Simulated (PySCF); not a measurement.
# V: excitation energy

V [Ar] 3d3 4s2 (4F) → V [Ar] 3d5 (6S), as a difference of total energies. Calculation: PySCF 2.14, in x2c-QZVPPall; the spin-free X2C one-electron Hamiltonian (Gaussian nucleus). Correlated levels: valence: [Ar] frozen. The calculations carry no spin-orbit coupling.

| method | excitation energy (cm⁻¹) |
| --- | --- |
| UHF | 30514 |
| MP2 (valence) | 22070 |
| SCS-MP2 (valence) | 34082 |
| CCSD (valence) | 24432 |
| CCSD(T) (valence) | 23730 |

The coupled-cluster amplitudes are large for the upper state (T1 above 0.03 or a double amplitude above 0.15), so a single reference is strained.
